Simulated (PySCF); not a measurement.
# Cd⁺: interval between two levels

Cd⁺ [Kr] 4d10 5s1 [2S1/2, M_J = 1/2] → Cd⁺ [Kr] 4d10 5p1 [2P3/2, M_J = 3/2], as a difference of total energies. Computed with PySCF 2.14 in x2c-TZVPall-2c with one added diffuse shell each of s, p, d type (9s10p8d1f, 86 functions), with the two-component X2C-1e Hamiltonian. Correlated levels: [Ar] 3d10 frozen; the 6 highest virtual spinors dropped. "Screened" scales the spin-orbit matrix elements by Boettger's factors to mimic the two-electron term; Breit and QED terms are absent.

```csv
method,interval between two levels (cm⁻¹),error (cm⁻¹)
GHF (spin-free),41805,-4813
GMP2 (spin-free),45311,-1308
GHF (screened spin-orbit),42477,-4142
GMP2 (screened spin-orbit),46073,-545
```

Reference: 46619 cm⁻¹ (measured; NIST Handbook of Basic Atomic Spectroscopic Data (Sansonetti and Martin, J. Phys. Chem. Ref. Data 34, 1559 (2005))).

The spin-free rows lack the spin-orbit shift.

Errors of the correlated levels include the incompleteness of this basis and the frozen core.
